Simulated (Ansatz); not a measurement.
`[F][Ti]([SH])([Cl])[Cl]` + H₂O → `[OH][Ti]([F])([Cl])[Cl]` + H₂S at 700 K and 1 bar (formal hydrolysis of a Ti–S bond).

Computed with Ansatz on PBE0-D4/def2-TZVP structures; ΔE is electronic, products minus reactants. CBS: MP2 limit from def2 TZ/QZ plus the TZ coupled-cluster correction, frozen cores. This one scheme is used for every species. For Ti outer-core shells are correlated without core-valence functions, which leaves a few kJ/mol of doubt a bond. Scalar relativity is left out up to krypton. Each species was taken in one conformer, which may not be the lowest.

```
                  species  CCSD(T)/CBS energy (Eh)  H − E (kJ/mol)  S (J/(mol·K))
`[F][Ti]([SH])([Cl])[Cl]`              -2266.88295           106.8          482.9
                      H₂O                -76.37941            80.5          218.4
`[OH][Ti]([F])([Cl])[Cl]`              -1944.30161           114.8          467.9
                      H₂S               -398.97279            64.8          236.9
```

H − E and S are ideal-gas, rigid-rotor, harmonic terms from PBE0-D4/def2-TZVP, for one conformer and one mirror image of each species. 1 Eh = 2625.50 kJ/mol, R = 8.31446 J/(mol·K).

Task: By hand: ΔE, ΔH, ΔS and ΔG.

Result: ΔE = (-1944.30161) + (-398.97279) − (-2266.88295) − (-76.37941) = -0.01204 Eh = -31.6 kJ/mol. Δ(H − E) = 114.8 + 64.8 − 106.8 − 80.5 = -7.7, so ΔH = -39.3 kJ/mol. ΔS = 467.9 + 236.9 − 482.9 − 218.4 = 3.5 J/(mol·K). ΔG = -39.3 − 700 × (3.5)/1000 = -41.8 kJ/mol.

Task: By hand: the equilibrium constant, and the temperature at which ΔG would vanish if ΔH and ΔS stayed fixed.

Result: log₁₀ K = −ΔG/(RT ln 10) = 3.1. ΔH and −TΔS have one sign here, so there is no such temperature.

The number of gas molecules stays the same, so ΔS is small and ΔH decides. A doubt of 5 kJ/mol in ΔE shifts log₁₀ K by 0.4 here. Other conformers and mirror images would add mixing entropy, several J/(mol·K) or more a flexible species. Modes under 60 cm⁻¹, often nearly free rotors, make the harmonic entropy too high. These are equilibria of isolated gas molecules and say nothing of rates. Largest T1 diagnostic: 0.026 (customary marks: 0.02 for closed shells, 0.045 for open ones).

ΔS is within the doubt of such terms, so its sign, and with it that verdict, could turn.
